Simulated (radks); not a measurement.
Results of a calculation; reference values are marked as such.
Coulomb parameter of the 5d shell of the tantalum ion Ta3+ in the model configuration [Xe] 4f14 5d0.5 6s1.5, as a second difference U = [E(n + 0.25) + E(n - 0.25) - 2 E(n)] / (0.25)^2 with all orbitals relaxed. "Bare": the charge of the atom changes with n. "Screened": the 6s shell takes up the change at fixed total charge, which measures U(5d,5d) + U(6s,6s) - 2 U(5d,6s). Level of theory: scalar-relativistic Kohn-Sham, PBE, spin-unpolarised, spherical densities, finite nucleus; Fermi nuclear charge, rms radius 5.3507 fm (a radial shooting solver on a logarithmic mesh with Libxc functionals).

| case | configuration | E - E(n) (eV) |
|---|---|---|
| start | [Xe] 4f14 5d0.5 6s1.5 | 0.000 |
| bare +0.25 | [Xe] 4f14 5d0.75 6s1.5 | -7.783 |
| bare -0.25 | [Xe] 4f14 5d0.25 6s1.5 | 8.526 |
| screened +0.25 | [Xe] 4f14 5d0.75 6s1.25 | -0.797 |
| screened -0.25 | [Xe] 4f14 5d0.25 6s1.75 | 0.853 |

U(bare) = 11.892 eV, U(screened by 6s) = 0.905 eV, against the Slater integral F0(5d,5d) = 13.863 eV with frozen orbitals.
